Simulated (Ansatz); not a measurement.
Steps of a relaxation of CH$_{6}$GeSSi, SMILES `[SiH3][CH]1[S][GeH2]1` with RKS PBE-D4/def2-SVP.

```sh
$ ansatz run in.yaml --threads 4 --pin off --events-out ev --progress --plain --max-ram 10444MiB
```

```yaml
crystal:
  periodic: [false, false, false]
  atoms:
    - {symbol: Si, position_ang: [-0.561800, 1.207700, 0.522700]}
    - {symbol: C, position_ang: [-0.069700, 0.028100, -0.793100]}
    - {symbol: S, position_ang: [-1.211900, -1.344900, -0.939200]}
    - {symbol: Ge, position_ang: [1.017000, -1.400300, -0.064300]}
    - {symbol: H, position_ang: [0.527500, 2.105200, 0.857100]}
    - {symbol: H, position_ang: [-1.701000, 2.096100, -0.025900]}
    - {symbol: H, position_ang: [-1.056100, 0.538500, 1.709500]}
    - {symbol: H, position_ang: [0.342200, 0.431400, -1.772000]}
    - {symbol: H, position_ang: [1.903800, -2.125400, -0.993900]}
    - {symbol: H, position_ang: [0.893000, -1.587600, 1.501900]}
basis:
  gaussian: {orbitals: def2-SVP}
hamiltonian: {xc: pbe, dispersion: d4}
relax: {f_tol: 0.03, max_steps: 200}
```

Positions (Å) and forces (eV/Å) along the path, 8 of 8 steps:

```xyz
10
step=1 energy=-76332.4490 eV
Si   -0.562    1.208    0.523   -1.337    1.442   -0.951
C    -0.070    0.028   -0.793    1.148    0.807   -1.032
S    -1.212   -1.345   -0.939    0.375   -1.234    0.205
Ge    1.017   -1.400   -0.064   -1.942    0.152    0.893
H     0.527    2.105    0.857    0.880    0.657    0.333
H    -1.701    2.096   -0.026    0.330   -0.324    0.268
H    -1.056    0.538    1.710   -0.202   -0.608    0.789
H     0.342    0.431   -1.772   -0.299   -0.108    0.755
H     1.904   -2.125   -0.994    0.768   -0.716   -0.530
H     0.893   -1.588    1.502    0.279   -0.068   -0.731
10
step=2 energy=-76332.8467 eV
Si   -0.622    1.318    0.491   -0.342    0.303    0.034
C    -0.059    0.054   -0.761    0.784    0.521   -0.392
S    -1.129   -1.414   -0.948   -0.078   -0.614    0.038
Ge    0.976   -1.466   -0.083   -0.849   -0.032    0.077
H     0.502    2.225    0.863    0.213    0.229    0.021
H    -1.781    2.159   -0.012    0.150   -0.149    0.009
H    -1.057    0.582    1.709   -0.093   -0.123    0.253
H     0.359    0.469   -1.710   -0.144   -0.107    0.157
H     1.909   -2.261   -0.986    0.273   -0.034   -0.126
H     0.985   -1.718    1.439    0.086    0.007   -0.073
10
step=3 energy=-76332.9232 eV
Si   -0.617    1.339    0.506   -0.003   -0.086    0.041
C    -0.052    0.060   -0.763    0.366    0.194    0.219
S    -1.138   -1.442   -0.963   -0.293   -0.158   -0.100
Ge    0.898   -1.522   -0.092    0.128   -0.102   -0.171
H     0.510    2.289    0.851   -0.053   -0.054   -0.042
H    -1.772    2.140   -0.024   -0.058    0.032    0.002
H    -1.050    0.601    1.748    0.039    0.071   -0.047
H     0.351    0.467   -1.711   -0.025   -0.055   -0.040
H     1.969   -2.220   -0.973   -0.104    0.133    0.096
H     0.983   -1.765    1.424    0.003    0.025    0.042
10
step=4 energy=-76332.8777 eV rejected
Si   -0.632    1.346    0.513    0.314    0.058    0.004
C     0.094    0.092   -0.687   -0.813   -0.079   -0.651
S    -1.164   -1.357   -1.029    0.337    0.046    0.240
Ge    0.856   -1.580   -0.109   -0.098   -0.157    0.132
H     0.435    2.385    0.728   -0.023    0.146    0.112
H    -1.882    2.036    0.028    0.058   -0.129   -0.077
H    -0.917    0.650    1.813   -0.029   -0.009    0.003
H     0.433    0.422   -1.690    0.179    0.249    0.263
H     1.962   -2.208   -0.970    0.050   -0.066   -0.043
H     0.898   -1.837    1.408    0.026   -0.058    0.015
10
step=5 energy=-76332.9415 eV
Si   -0.613    1.344    0.509   -0.034   -0.004    0.002
C    -0.001    0.068   -0.736   -0.016   -0.057    0.006
S    -1.164   -1.415   -0.993    0.119    0.096    0.035
Ge    0.870   -1.561   -0.103   -0.049    0.017   -0.008
H     0.472    2.351    0.806   -0.017   -0.019   -0.028
H    -1.822    2.078   -0.013    0.028   -0.022    0.006
H    -0.984    0.633    1.782    0.010    0.008   -0.009
H     0.409    0.457   -1.689   -0.027    0.006   -0.002
H     1.963   -2.205   -0.976   -0.009   -0.006   -0.002
H     0.952   -1.800    1.417   -0.005   -0.019    0.000
10
step=6 energy=-76332.9413 eV rejected
Si   -0.619    1.357    0.507    0.015   -0.035    0.010
C     0.013    0.073   -0.719    0.014    0.028   -0.003
S    -1.156   -1.391   -0.997    0.032    0.010    0.017
Ge    0.868   -1.567   -0.093   -0.012   -0.056    0.020
H     0.444    2.394    0.764    0.000    0.007   -0.007
H    -1.849    2.047   -0.020    0.000   -0.008   -0.003
H    -0.956    0.669    1.803    0.000    0.004   -0.015
H     0.438    0.462   -1.668   -0.032   -0.009    0.059
H     1.949   -2.200   -0.988    0.019   -0.016   -0.014
H     0.952   -1.896    1.414   -0.038    0.074   -0.063
10
step=7 energy=-76332.9438 eV
Si   -0.613    1.346    0.509    0.000   -0.014    0.006
C     0.013    0.074   -0.731   -0.007    0.001   -0.013
S    -1.156   -1.393   -1.007    0.025    0.022    0.017
Ge    0.865   -1.566   -0.100   -0.009    0.002   -0.009
H     0.453    2.381    0.774   -0.005   -0.002   -0.008
H    -1.845    2.043   -0.004    0.003   -0.008   -0.002
H    -0.945    0.641    1.796   -0.002    0.007    0.002
H     0.426    0.469   -1.679    0.001   -0.003    0.009
H     1.955   -2.216   -0.973   -0.002   -0.003    0.002
H     0.930   -1.829    1.417   -0.004   -0.002   -0.005
10
step=8 energy=-76332.9442 eV
Si   -0.612    1.346    0.512   -0.002    0.012   -0.006
C     0.022    0.077   -0.727    0.002    0.003   -0.001
S    -1.154   -1.380   -1.013   -0.003   -0.002   -0.004
Ge    0.862   -1.570   -0.101   -0.001   -0.008    0.011
H     0.439    2.401    0.754   -0.002   -0.001    0.005
H    -1.858    2.017    0.000    0.001   -0.002    0.000
H    -0.926    0.653    1.809    0.006   -0.003   -0.004
H     0.442    0.475   -1.671   -0.004    0.001    0.006
H     1.950   -2.225   -0.973    0.003   -0.002   -0.004
H     0.917   -1.846    1.413    0.001    0.003   -0.004
```

Hardware: 4 threads of an Arm Neoverse V1 on a shared host. Wall time 14 s, peak host memory 0.17 GiB.
